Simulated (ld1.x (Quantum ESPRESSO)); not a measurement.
Results of a calculation; reference values are marked as such.
# Potentials for P compared

Generated with ld1.x 7.5 (TM, RRKJ, ultrasoft, PAW), atompaw 4.2 or ONCVPSP 4.0.1. The cutoff is in Ry: for ld1.x and atompaw files where the sum of valence levels is converged to 10 mRy in a Bessel basis, for ONCV files where the hardest occupied wave has 1 mHa per electron of residual kinetic energy. The error is the largest all-electron minus pseudo excitation energy over each file’s own four to seven test configurations (ionisations up to +4, promotions, holes and added fractions of an electron), all of which were solved. The labels leave out finer settings (local radius, basis sizes, second energies), which also bear on the numbers. Spin-polarised tests are not counted. The rows are a selection from randomly drawn settings: files with unsolved tests, undetermined cutoffs or missed reference levels are left out.

```tsv
potential	cutoff (Ry)	largest error (meV)	bound ghosts
TM, PBEsol, scalar-relativistic, rc 1.35/2.05/1.60 (spd), local s, core correction yes, reference 3s2 3p3	35	+161	none
ultrasoft, BLYP, scalar-relativistic, rc 1.45/1.70/1.60 (spd), local d, core correction yes, reference 3s2 3p1	18	+11	none
PAW, PBE, non-relativistic, rc 0.90/0.75 (sp), local smoothed, core correction yes, reference 2s2 2p6 3s2 3p1	230	+1.0	none
ultrasoft, PBE, non-relativistic, rc 1.45/1.45/1.50 (spd), local smoothed, core correction yes, reference 3s2 3p2	18	+4.8	none
TM, PBE, scalar-relativistic, rc 1.55/1.35 (sp), local s, core correction yes, reference 3s2 3p1.5	45	+69	none
```

(1) Fill in the row for P: ultrasoft, LDA (PZ), scalar-relativistic, rc 1.45/2.10 (sp), local smoothed, core correction no, reference 3s2 3p3.

Answers

(1) cutoff 18 Ry, largest error +129 meV, bound ghosts: none.
